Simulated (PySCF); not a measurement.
**Electronic structure of Dy³⁺ (dysprosium, charge +3) at the PBEsol level**

Configuration: [Xe] 4f9, one real determinant. Computed with PySCF 2.14 in x2c-TZVPPall, with scalar relativity by spin-free X2C-1e.

| Item | Value |
| --- | --- |
| Total energy | -12150.87 hartree |
| One-electron energy | -16569.98 hartree |
| Hartree (Coulomb) energy | 4680.89 hartree |
| Exchange-correlation energy | -261.78 hartree |
| ⟨S²⟩ | 8.7528 |
| ⟨L²⟩ | 24.007 |
| Sum of ⟨r⟩ | 33.84 bohr |
| Sum of ⟨r²⟩ | 34.17 bohr² |
| Traceless quadrupole moment −½Σ⟨3z² − r²⟩ along its main axis | -0.202 e·bohr² |
| Langevin diamagnetic susceptibility | -27.1 ×10⁻⁶ cm³/mol |
| Time after the integrals | roughly 9 core-seconds |

```tsv
shell	electrons	mean orbital energy (eV)	spread (eV)	rms radius, mean of both spins (bohr)
1s α	1	-53519.1	0	0.0240
1s β	1	-53519.1	0	0.0240
2s α	1	-8940.5	0	0.0971
2s β	1	-8940.4	0	0.0971
2p α	3	-7954.8	0.266	0.0874
2p β	3	-7954.8	0.256	0.0874
3s α	1	-2017.2	0	0.251
3s β	1	-2015.1	0	0.251
3p α	3	-1713.2	1.510	0.251
3p β	3	-1711.1	1.153	0.251
3d α	5	-1313.6	1.445	0.230
3d β	5	-1312.0	1.032	0.230
4s α	1	-426.66	0	0.563
4s β	1	-422.06	0	0.563
4p α	3	-326.05	2.358	0.598
4p β	3	-321.50	1.564	0.598
4d α	5	-186.98	2.631	0.655
4d β	5	-182.51	1.471	0.655
5s α	1	-79.114	0	1.35
5s β	1	-76.908	0	1.35
5p α	3	-54.382	0.891	1.57
5p β	3	-52.760	0.576	1.57
4f α	7	-36.372	2.540	0.912
4f β	2	-32.628	0.479	0.912
```

⟨L²⟩ = 24.01 against 30 for a pure H term, so this real determinant mixes terms. Spin-orbit coupling, absent here, splits the open shell strongly.

Densities and radii are taken from the X2C orbitals without a picture-change correction, which distorts them close to the nucleus.
